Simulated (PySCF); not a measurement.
C5H4F2O, SMILES C=C=COC=C(F)F. Atoms are numbered in the order given.

```xyz
12

C     -3.1726    -0.0748    -0.8164
C     -2.1838    -0.7643    -0.3072
C     -1.2154    -1.4962     0.1967
O      0.0288    -1.0708     0.5538
C      0.2656     0.2651     0.4946
C      1.4535     0.7231     0.1083
F      1.7644     1.9971     0.1130
F      2.4531    -0.0192    -0.2900
H     -3.9122     0.4283    -0.1810
H     -3.3008     0.0285    -1.9011
H     -1.3360    -2.5656     0.3888
H     -0.5230     0.9569     0.8003
```

Coordinates come from a PBE0-D3(BJ)/def2-SVP optimisation. The structure was generated by enumeration, and PubChem lists no compound with its InChIKey, so it may never have been made. The values are those of a single conformer.

The numbers are results of PySCF with TDA-B3LYP/def2-SVPD, not measurements.

Vertical excitations. Gas-phase values at a fixed geometry.

Give excitation energies, oscillator strengths and character. (Estimate from the structure and the level; the computed values follow.)


```tsv
state	energy (eV)	λ (nm)	f	main pairs
S1	4.36	284	0.001	HOMO→LUMO 94 %
S2	5.71	217	0.000	HOMO−1→LUMO 88 %
S3	5.94	209	0.038	HOMO→LUMO+2 87 %
S4	6.01	206	0.283	HOMO→LUMO+1 79 %
S5	6.37	195	0.017	HOMO→LUMO+3 68 %, HOMO−1→LUMO+1 24 %
S6	6.51	190	0.000	HOMO→LUMO+4 85 %
T1	4.01	310	0	HOMO→LUMO 85 %
T2	4.17	297	0	HOMO→LUMO+1 76 %
```
Triplets are in the Tamm–Dancoff approximation.
